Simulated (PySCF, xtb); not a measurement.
C₃HBrClF, SMILES FC(Br)=C=CCl.

Harmonic wavenumbers (cm⁻¹) from GFN2-xTB (xtb) at its own minimum, in rising order: 67, 104, 206, 287, 363, 395, 447, 586, 725, 768, 976, 1149, 1374, 2026, 3047.

Task: What does PBE0-D3(BJ)/def2-SVP (PySCF 2.14.0) give at its own minimum? (An estimate is asked for; the answer gives what the named calculation found.)

Result: 73, 111, 226, 323, 399, 461, 547, 671, 794, 835, 1101, 1227, 1438, 2103, 3202. Paired by order, the mean absolute difference is 66 cm⁻¹ and the zero-point energies are 17.9 and 19.3 kcal/mol.
